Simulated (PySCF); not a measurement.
SMILES CN([Te][GeH3])C, PBE0/def2-SVP optimised geometry.

```
14

Te    -1.29    -1.15     0.00
N     -1.26     0.93     0.00
C     -1.77     1.54     1.21
C     -1.78     1.54    -1.21
H     -1.52     2.62     1.20
H     -2.88     1.46     1.33
H     -1.30     1.09     2.09
H     -2.88     1.46    -1.32
H     -1.53     2.62    -1.20
H     -1.31     1.09    -2.09
Ge     1.27    -1.15     0.00
H      1.75    -2.62     0.00
H      1.78    -0.43    -1.26
H      1.78    -0.43     1.26
```

Density from PBE0/def2-TZVP, def2 effective core potentials past Kr in PySCF at that geometry. The core electrons that the potentials of Te replace are not part of the density.

Minimum of the electron density along straight lines between bonded atoms, close to the bond critical point (lines longer than 1.1 times the sum of covalent radii, or with two minima, are not listed):

```csv
bond,length / Å,ρ at the minimum / e bohr⁻³,∇²ρ there / e bohr⁻⁵,position (fraction from the first atom)
Te1–N2,2.086,(withheld),0.13,0.50
N2–C3,1.445,0.274,-0.73,0.60
N2–C4,1.445,0.274,-0.73,0.60
C3–H5,1.105,0.272,-0.92,0.64
C3–H6,1.111,0.269,-0.90,0.64
C3–H7,1.099,0.277,-0.96,0.65
C4–H8,1.111,0.269,-0.90,0.64
C4–H9,1.105,0.272,-0.92,0.64
C4–H10,1.099,0.277,-0.96,0.65
Te1–Ge11,2.560,(withheld),(withheld),0.55
Ge11–H12,1.542,0.132,0.05,0.59
Ge11–H13,1.538,0.133,0.05,0.59
Ge11–H14,1.539,0.133,0.05,0.59
```

Task: What belongs in the gaps?

Result: 
- Te1–N2, ρ at the minimum / e bohr⁻³: 0.117
- Te1–Ge11, ρ at the minimum / e bohr⁻³: 0.081
- Te1–Ge11, ∇²ρ there / e bohr⁻⁵: -0.06
